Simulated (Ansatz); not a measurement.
All numbers were calculated with Ansatz.

Basis-set series for `[CH3][Sn]([CH3])([Cl])[C]#N`. Total charge 0; spin multiplicity 1. Sn takes the def2 core potential. The geometry is a stationary point of PBE0-D4/def2-TZVP.

| functional | basis | functions | energy (Eh) | HOMO (eV) | LUMO (eV) |
| --- | --- | --- | --- | --- | --- |
| PBE0-D4 | def2-SVP | 130 | -846.58921 | -8.54 | -0.69 |
| PBE0-D4 | def2-QZVPP | 560 | -846.98301 | -8.69 | -0.95 |
| ωB97M-V | def2-SVP | 130 | -846.78765 | -10.70 | 1.31 |
| ωB97M-V | def2-QZVPP | 560 | -847.18881 | -10.87 | 0.72 |

Problem. Give the rows for def2-TZVPP. (Estimate.)

Solution. The calculation gave: 
| functional | basis | functions | energy (Eh) | HOMO (eV) | LUMO (eV) |
| --- | --- | --- | --- | --- | --- |
| PBE0-D4 | def2-TZVPP | 300 | -846.95786 | -8.68 | -0.89 |
| ωB97M-V | def2-TZVPP | 300 | -847.16473 | -10.86 | 1.01 |

Positive LUMOs are unbound and depend on the basis.
